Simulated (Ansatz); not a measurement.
Born–Oppenheimer molecular dynamics of CH₉AlSSi₂ (14 atoms, charge 0, multiplicity 1). It starts from a relaxed structure.

Theory: RKS BLYP-D4/STO-3G in Ansatz 0.2.0.

```
ensemble                      : NVE (velocity Verlet)
time step                     : 0.5 fs
steps asked                   : 495
starting velocities drawn for : 50 K
masses                        : H 2.014 u
seed                          : 983871
```

First frame:

```xyz
14
Properties=species:S:1:pos:R:3
Si -1.929 -0.190 -0.825
C -0.553 -1.170 0.020
Al -0.029 -0.429 1.718
S 1.526 0.991 1.877
Si 2.181 1.145 -0.156
H -1.513 1.188 -1.040
H -3.119 -0.164 0.014
H -2.298 -0.756 -2.116
H -0.915 -2.206 0.163
H 0.302 -1.235 -0.679
H -0.741 -0.790 2.999
H 2.696 -0.119 -0.674
H 1.122 1.583 -1.057
H 3.256 2.123 -0.215
```

Task: How far do the bonds stretch over the last three quarters of this one trajectory? (Pairs bonded in most of those frames.)

Result: 
| bond | mean (Å) | spread (Å) | shortest | longest |
| --- | --- | --- | --- | --- |
| Si1–C2 | 1.891 | 0.008 | 1.87 | 1.91 |
| Si1–H6 | 1.457 | 0.017 | 1.43 | 1.49 |
| Si1–H7 | 1.455 | 0.006 | 1.44 | 1.47 |
| Si1–H8 | 1.457 | 0.011 | 1.44 | 1.48 |
| C2–Al3 | 1.927 | 0.009 | 1.91 | 1.95 |
| C2–H9 | 1.107 | 0.002 | 1.10 | 1.11 |
| C2–H10 | 1.106 | 0.001 | 1.10 | 1.11 |
| Al3–S4 | 2.115 | 0.007 | 2.10 | 2.13 |
| Al3–H11 | 1.510 | 0.018 | 1.48 | 1.54 |
| S4–Si5 | 2.142 | 0.022 | 2.11 | 2.18 |
| Si5–H12 | 1.460 | 0.015 | 1.44 | 1.48 |
| Si5–H13 | 1.459 | 0.014 | 1.44 | 1.48 |
| Si5–H14 | 1.456 | 0.009 | 1.44 | 1.48 |

Mean temperature of the second half: 24 K. The conserved energy stayed within 0.017 meV per atom of its start (net change 0.0023 meV per atom), so the integration is sound. Over the second half the temperature averaged 0.48 of the 50 K drawn at the start: a run that starts near a minimum puts about half its kinetic energy into the potential. A run of 0.25 ps of so small a system gives no equilibrium averages. Limits of this set-up: minimal basis.

Run time: 32 min on 1 thread of Arm Neoverse N1, with other jobs on the host, peak memory 0.1 GiB.
